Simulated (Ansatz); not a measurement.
Consider the formal hydrolysis of a C–F bond: `FC[SiH2]Br` + H₂O → `OC[SiH2]Br` + H–F.

Isolated molecules relaxed with PBE0-D4/def2-TZVP in Ansatz; ΔE leaves out vibrations. CCSD(T)/CBS adds triple-zeta CCSD(T) − MP2 to the extrapolated MP2 energy (def2 sets, frozen cores). This one scheme is used for every species. For Br outer-core shells are correlated without core-valence functions, which leaves a few kJ/mol of doubt a bond. Scalar relativity is left out up to krypton. Each species was taken in one conformer, which may not be the lowest.

```tsv
species	CCSD(T)/CBS(def2) energy (Eh)
`FC[SiH2]Br`	-3002.67960
H₂O	-76.37941
`OC[SiH2]Br`	-2978.66534
H–F	-100.39570
```

(1) Work out ΔE.

Largest T1 diagnostic among the species: 0.009.

Results:

(1) ΔE = (-2978.66534) + (-100.39570) − (-3002.67960) − (-76.37941) = -0.00203 Eh = -1.3 kcal/mol.

In def2-TZVPP, CCSD(T) changes the Hartree–Fock value by −3.4 kcal/mol (the triples alone add −0.5 kcal/mol) and MP2 by −4.4 kcal/mol. The D4 term adds −1.1 kcal/mol with B3LYP and −0.6 kcal/mol with PBE0; it sums over pairs of atoms, weighted by their polarisabilities, and B3LYP, whose exchange is more repulsive, gets the larger term. Leaving LDA and LC-ωPBE aside and taking each functional with its dispersion term where it has one, the values, not all of them listed here, spread over 1.8 kcal/mol, from PBE-QIDH to CAM-B3LYP-D4. LDA lies −2.1 kcal/mol from PBE without D4.

B3LYP here is the variant with VWN-RPA as its local correlation; programs differ in this.
